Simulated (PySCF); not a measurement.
## Substituent effects on chemical shifts

Parent skeleton `[CH3:1][S+:2]1[CH2:3][CH2:4][CH2:5][CH2:6]1`; one hydrogen on atom 3 is replaced by X. Hydrogens on one atom are averaged.

[PySCF 2.14.0 with density-fitted response routines: GFN2-xTB structure; shielding tensors at PBE0/pcSseg-1 (GIAO); relativity neglected; no solvent model; one conformer; one averaged value for each set of equivalent atoms]

References, each an isolated molecule treated in the same way: TMS for ¹³C (186.93 ppm), ¹H (31.72 ppm); ³³S (503.73 ppm) against CS2.

Parent (X = H): C1 31.8, S2 86.3, C3 53.3, C4 33.2, C5 33.2, C6 53.3, H(C1) 2.77, H(C3) 3.45, H(C4) 2.56 ppm. Effects are Δδ = δ(X) − δ(H), positive for deshielding.

Problem. Give Δδ (ppm) for X = OCHO, CF3, iPr, COOCH3, CH2CN.

Solution. 
```tsv
X	SMILES	C1	S2	C3	C4	C5	C6	H(C1)	H(C3)	H(C4)
OCHO	C[S@+]1CCC[C@@H]1OC=O	-2.0	+18.0	+39.0	+0.2	-8.3	-3.4	-0.11	+1.72	+0.19
CF3	C[S@+]1CCC[C@H]1C(F)(F)F	-1.1	+26.7	+26.3	+2.3	+0.5	-1.2	+0.19	+0.46	+0.26
iPr	CC(C)[C@@H]1CCC[S@@+]1C	-0.6	+10.9	+37.6	+7.2	+0.3	-3.0	-0.03	-0.40	-0.17
COOCH3	COC(=O)[C@@H]1CCC[S@+]1C	-2.9	+10.5	+9.6	+5.7	+0.5	+3.5	+0.16	+0.59	+0.22
CH2CN	C[S@+]1CCC[C@@H]1CC#N	-6.8	+41.2	+9.2	+6.2	+0.4	+0.8	+0.52	+0.75	+0.15
```

Problem. Which position responds most, and to which substituents?

Solution. S2: from +10.5 ppm with COOCH3 to +41.2 ppm with CH2CN.
